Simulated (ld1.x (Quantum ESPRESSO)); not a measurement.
Results of a calculation; reference values are marked as such.
## Potentials for carbon (C) compared

Generated with ld1.x 7.5 (TM, RRKJ, ultrasoft, PAW), atompaw 4.2 or ONCVPSP 4.0.1. The cutoff is in Ry: for ld1.x and atompaw files where the sum of valence levels is converged to 10 mRy in a Bessel basis, for ONCV files where the hardest occupied wave has 1 mHa per electron of residual kinetic energy. The error is the largest all-electron minus pseudo excitation energy over each file’s own four to seven test configurations (ionisations up to +4, promotions, holes and added fractions of an electron), all of which were solved. The labels leave out finer settings (local radius, basis sizes, second energies), which also bear on the numbers. Spin-polarised tests are not counted. The rows are a selection from randomly drawn settings: files with unsolved tests, undetermined cutoffs or missed reference levels are left out.

```csv
potential,cutoff (Ry),largest error (meV),bound ghosts
"RRKJ, PBEsol, scalar-relativistic, rc 1.05/1.55/1.40 (spd), local d, core correction no, reference 2s2 2p1",70,+248,none
"TM, LDA (PZ), scalar-relativistic, rc 0.85/1.35/1.35 (spd), local d, core correction no, reference 2s2 2p0",90,+280,none
"PAW, PBE, non-relativistic, rc 0.90/2.30/2.05 (spd), local smoothed, core correction yes, reference 2s2 2p2",40,-6.5,none
"ultrasoft, PBE, non-relativistic, rc 1.00/2.55/1.90 (spd), local smoothed, core correction yes, reference 2s2 2p2",30,-23,none
"TM, LDA (PZ), scalar-relativistic, rc 1.30/1.95 (sp), local s, core correction no, reference 2s2 2p1",35,+410,none
"TM, PBEsol, scalar-relativistic, rc 0.90/1.50 (sp), local s, core correction no, reference 2s1.75 2p2.25",50,+335,none
"PAW, LDA (PZ), scalar-relativistic, rc 1.00/2.05 (sp), local smoothed, core correction yes, reference 2s2 2p1.5",30,-14,none
```

**Question.** Fill in the row for C: TM, PBEsol, scalar-relativistic, rc 1.05/2.40 (sp), local p, core correction no, reference 2s2 2p2.

**Answer.** cutoff 35 Ry, largest error +1011 meV, bound ghosts: none.

**Question.** Fill in the row for C: PAW, PBE, scalar-relativistic, rc 1.20/2.90/3.00 (spd), local smoothed, core correction yes, reference 2s1.5 2p2.5.

**Answer.** cutoff 8 Ry, largest error -31 meV, bound ghosts: none.
